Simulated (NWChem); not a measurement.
Species: CdH₂; SMILES [CdH2]

```xyz
3

Cd     0.0000     0.0000     0.0000
H      0.0000     0.0000    -1.6798
H      0.0000     0.0000     1.6798
```
Atoms are numbered in this order, from 1.

Computed with NWChem. Medium grid unless said otherwise, to which SCAN and Minnesota functionals are sensitive. All runs use the structure optimised with PBE0/def2-SVP. def2 effective core potentials on Cd; no spin-orbit coupling.

### Question
Estimate the computed values for MN15/def2-SVP. Quantities: highest occupied level (eV); orbital gap (eV).

### Answer
```
Quantity                     Value
---------------------------  -----
highest occupied level (eV)  -8.41
orbital gap (eV)              8.22
```
